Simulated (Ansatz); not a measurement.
Stepwise reaction of `[Cl][Al]([Br])[Br]` with hydrogen fluoride, as a gas-phase model of exchange steps in deposition or etching. ΔE in kJ/mol; ΔG adds harmonic PBE0-D4 terms to CCSD(T)/CBS, at 1 bar.

Gas-phase electronic energies from Ansatz, PBE0-D4/def2-TZVP geometries. CCSD(T)/CBS adds triple-zeta CCSD(T) − MP2 to the extrapolated MP2 energy (def2 sets, frozen cores). This one scheme is used for every species. Functionals use def2-TZVPP. B3LYP here is the variant with VWN-RPA as its local correlation; programs differ in this. For Br outer-core shells are correlated without core-valence functions, which leaves a few kJ/mol of doubt a bond. Scalar relativity is left out up to krypton.

```tsv
step	reaction	PBE-D4	B3LYP-D4	ωB97M-V	CCSD(T)/CBS	ΔG(600 K)
1	`[Cl][Al]([Br])[Br]` + H–F → `[F][Al]([Cl])[Br]` + HBr	-17.4	-25.2	-22.2	-17.1	-27.7
```

Give the row of step 2, `[F][Al]([Cl])[Br]` + H–F → `[F][Al]([F])[Cl]` + HBr. (Best estimate.)

The calculation gave: 
```csv
step,reaction,PBE-D4,B3LYP-D4,ωB97M-V,CCSD(T)/CBS,ΔG(600 K)
2,`[F][Al]([Cl])[Br]` + H–F → `[F][Al]([F])[Cl]` + HBr,-17.4,-25.1,-21.7,-18.3,-21.7
```

By hand: ΔE of the 2 steps together at CCSD(T)/CBS.

(-17.1) + (-18.3) = -35.4 kJ/mol, or -17.7 kJ/mol a step.

In ΔE the steps differ by no more than 1.2 kJ/mol. All are downhill at CCSD(T)/CBS. ΔG lies between -27.7 and -21.7 kJ/mol a step. PBE-D4 differs from CCSD(T)/CBS by -0.3 to 0.9 kJ/mol a step. Isolated molecules leave out the surface, adducts and barriers. Largest T1 diagnostic: 0.012.
